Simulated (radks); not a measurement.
The numbers below are computed, except where a source is named.
Fractional charge and spin in the 3s shell of argon: the spin-up occupation runs from 0 to 1 and the spin-down occupation from 0 to 1; the fullest corner is Ar2+, [Ne] 3p(up 2, down 2) 3s(up 1, down 1). Code: a radial shooting solver on a logarithmic mesh with Libxc functionals. Model: scalar-relativistic Kohn-Sham, r2SCAN, spin-polarised, spherical densities, finite nucleus; meta-GGA in the generalised Kohn-Sham scheme; Fermi nuclear charge, rms radius of each element as measured or else 0.836 A^(1/3) + 0.57 fm. Energy (eV) minus the two flat planes that join the four corners (they meet along the diagonal where the two added fractions sum to one electron); zero is where a piecewise linear energy would lie.

| down \ up | 0 | 0.5 | 1 |
|---|---|---|---|
| 0 | 0.000 | -1.893 | 0.000 |
| 0.5 | -1.893 | 0.603 | -1.764 |
| 1 | 0.000 | -1.764 | 0.000 |

Corners above the fullest one (they belong to Ar3+ and the next ion): (up 1, down 0) 58.694 eV, (up 0, down 1) 58.694 eV, (up 0, down 0) 134.43 eV. With half an added electron in each spin the energy lies 0.603 eV from the planes, and with half an added electron in spin up alone -1.893 eV. The planes are only a guide here: the flat-plane condition holds for ground states with one frontier orbital, while this shell lies below other occupied shells, so the corners above the fullest one are inner-hole states and not the ground states of those ions.
